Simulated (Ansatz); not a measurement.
## From Si(NH2)4 to SiF4: predicting a member

On one Si centre, n of the NH2 ligands are replaced by F. The HOMO–LUMO gap y in eV at wB97X-V/def2-TZVPP. Shapes, held fixed at every level: PBE0-D4/def2-TZVP. Flexible molecules stand in one conformer, not always the lowest. Programs: Ansatz 0.2.0.

| molecule | n | y (eV) |
| --- | --- | --- |
| Si(NH2)4 | 0 | 11.84 |
| Si(NH2)3F | 1 | ? |
| Si(NH2)2F2 | 2 | 13.25 |
| Si(NH2)F3 | 3 | 13.60 |
| SiF4 | 4 | 18.01 |

Question: Fit y = c + s·n to the known rows and predict Si(NH2)3F.

Answer: 
1. Means of the 4 rows: n = 2.25000, y = 14.175.
2. Σ(Δn)² = 8.75, Σ(Δn·Δy) = 11.765, so the slope is 11.765/8.75 = 1.3446.
3. Intercept: 14.175 − (1.3446) × 2.25000 = 11.150. The largest residual of the fit is 1.58.
4. Si(NH2)3F: 11.150 + (1.3446) × 1 = 12.49 eV.

The run gave 12.72 eV, so the prediction is off by -0.23 eV, within the scatter of the fit. The steps per swap are uneven (+0.88, +0.53, +0.35, +4.41), so a line is a poor model. Other levels give for Si(NH2)3F: SPW92/def2-TZVPP 6.09; BHLYP-D4/def2-TZVPP 10.32; wB97M-V/def2-TZVPP 12.15 eV. Orbital gaps aren't excitation energies, and the LUMO depends on the basis.
